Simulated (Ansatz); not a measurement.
Several settings on one geometry of Li9⁺ (the lowest singlet isomer of a short search) (that of the charge 1 singlet, PBE0/def2-TZVP). Ansatz on 4 threads of Arm Neoverse V1 on a shared host; times are rough.

```csv
atom,x (Å),y (Å),z (Å)
Li1,-2.502,-0.861,0.084
Li2,0.000,0.000,-0.002
Li3,-0.636,-0.258,2.554
Li4,-0.956,0.822,-2.327
Li5,2.072,0.276,-1.625
Li6,1.671,1.678,1.177
Li7,-1.358,2.221,0.476
Li8,-0.077,-2.243,-1.403
Li9,1.785,-1.635,1.067
```

Totals from different functionals, basis sets or treatments of relativity can't be compared as stabilities.

Scalar relativity in a set contracted without it gives distorted totals.

The spins typed aren't always the lowest for that charge.

Give the basis size and estimate the energy, ⟨S²⟩ and time of these runs.

```json
{"run": "1", "method": "RKS PBEsol/cc-pVDZ", "charge": "1", "state": "singlet", "further keys": "pseudopotentials: {relativity: scalar}; scf: {lower_state_search: light}; forces asked"}
{"run": "2", "method": "RKS BHLYP/pcseg-2", "charge": "1", "state": "singlet", "further keys": "nuclear_model: gaussian; scf: {omitted_lower_state_checks: [starts]}; forces asked"}
{"run": "3", "method": "ROKS r2SCAN/def2-SVP", "charge": "1", "state": "triplet", "further keys": "accuracy: high; scf: {omitted_lower_state_checks: [starts]}; forces asked"}
```


```tsv
run	functions	energy (Eh)	⟨S²⟩	wall time
1	126	-66.7656	–	2.6 s
2	135	-67.4951	–	3.1 s
3	81	-67.3818	–	45 s
```

The restricted singlet is unstable towards broken spin symmetry in Hartree–Fock (as tested in another run); at RKS PBEsol/cc-pVDZ, RKS BHLYP/pcseg-2 this wasn't settled.
